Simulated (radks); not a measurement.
Problem. The mean radii <r> (bohr) of the occupied orbitals of an atom or ion are listed with their occupations. Calculated with a radial shooting solver on a logarithmic mesh with Libxc functionals: non-relativistic Kohn-Sham, LDA (Slater exchange, Perdew-Wang correlation), spin-polarised, spherical densities, point nucleus.

| orbital | occ. | <r> |
|---|---|---|
| 1s up | 1 | 0.09166 |
| 1s down | 1 | 0.09166 |
| 2s up | 1 | 0.4482 |
| 2s down | 1 | 0.4481 |
| 2p up | 3 | 0.4085 |
| 2p down | 3 | 0.4083 |
| 3s up | 1 | 1.539 |
| 3s down | 1 | 1.547 |
| 3p up | 3 | 1.832 |
| 3p down | 2 | 1.861 |

Name the element and its charge. Open shells, if any, are filled with parallel spins first.

Solution. Z = 17, chlorine, charge 0: Cl in [Ne] 3s2 3p5. The 1s radius gives Z: for a bare nucleus <r> = 1.5/Z, 0.08824 bohr for Z = 17, and screening makes it slightly larger (0.09166 here). The occupations add up to 17, and the charge is Z minus that.
